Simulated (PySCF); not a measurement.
Zn(Br)(SiH3) (BrH₃SiZn), SMILES [SiH3][Zn][Br].

Coordinates come from a PBE-D3(BJ)/def2-SVP optimisation. The structure was generated by enumeration; whether it is a known compound was not checked.

Method: PySCF with TDA-B3LYP/def2-SVPD.

Vertical excitations; the highest root listed may be one member of a degenerate set.  State labels are in the subgroup Cs.

Computed lowest excited states:
```
state  symmetry  energy (eV)  λ (nm)      f                                              main pairs
-----  --------  -----------  ------  -----  ------------------------------------------------------
S1           A"         5.63     220  0.000                      HOMO→LUMO 50 %, HOMO−1→LUMO+1 50 %
S2           A'         5.67     219  0.000               HOMO→LUMO+1, HOMO−1→LUMO (degenerate set)
S3           A"         5.67     219  0.000               HOMO−1→LUMO+1, HOMO→LUMO (degenerate set)
S4           A"         5.78     214  0.000             HOMO→LUMO+2, HOMO−2→LUMO+1 (degenerate set)
S5           A'         5.78     214  0.000             HOMO−1→LUMO+2, HOMO−2→LUMO (degenerate set)
S6           A"         5.92     209  0.068             HOMO−2→LUMO+1, HOMO→LUMO+2 (degenerate set)
S7           A'         5.92     209  0.068             HOMO−2→LUMO, HOMO−1→LUMO+2 (degenerate set)
S8           A'         6.00     207  0.013  HOMO−1→LUMO 33 %, HOMO→LUMO+1 33 %, HOMO−2→LUMO+2 29 %
S9           A'         6.75     184  1.079  HOMO−2→LUMO+2 60 %, HOMO−1→LUMO 11 %, HOMO→LUMO+1 11 %
S10          A"         7.43     167  0.000                    HOMO−3→LUMO+1 50 %, HOMO−4→LUMO 50 %
T1           A"         5.07     244      0                          HOMO−2→LUMO+1 (degenerate set)
T2           A'         5.07     244      0                            HOMO−2→LUMO (degenerate set)
T3           A'         5.29     234      0                                      HOMO−2→LUMO+2 97 %
T4           A'         5.42     229      0                      HOMO→LUMO+1 49 %, HOMO−1→LUMO 49 %
```
Triplets are in the Tamm–Dancoff approximation.
